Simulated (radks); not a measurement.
Effect of the nuclear size on neutral copper, [Ar] 3d10 4s1. Calculated with a radial shooting solver on a logarithmic mesh with Libxc functionals: Dirac Kohn-Sham, PBE, spin-unpolarised, spherical densities, finite nucleus; Fermi nuclear charge, rms radius 3.8823 fm. The rms radius is varied about that value; shifts are against it.

rms radius (fm),total energy shift (eV),density at nucleus (e/bohr^3),1s1/2 shift (meV),2s1/2 shift (meV),2p1/2 shift (meV),3s1/2 shift (meV)
3.2611,-0.0577,2.24e+04,-24.5,-2.32,0.197,-0.344
3.6649,-0.0213,2.227e+04,-9.05,-0.857,0.072,-0.127
3.8823,0,2.22e+04,0.000,0.000,0.000,0.000
4.057,0.0180,2.215e+04,7.63,0.723,-0.061,0.107
4.6859,0.0888,2.198e+04,37.7,3.57,-0.302,0.528

Slopes of the eigenvalues against <r^2> in GHz/fm^2, as finite differences over the two radii next to the reference (eigenvalue slopes, not the field-shift constants of lines): 1s1/2 1330, 2s1/2 126, 2p1/2 -10.7, 3s1/2 18.6.
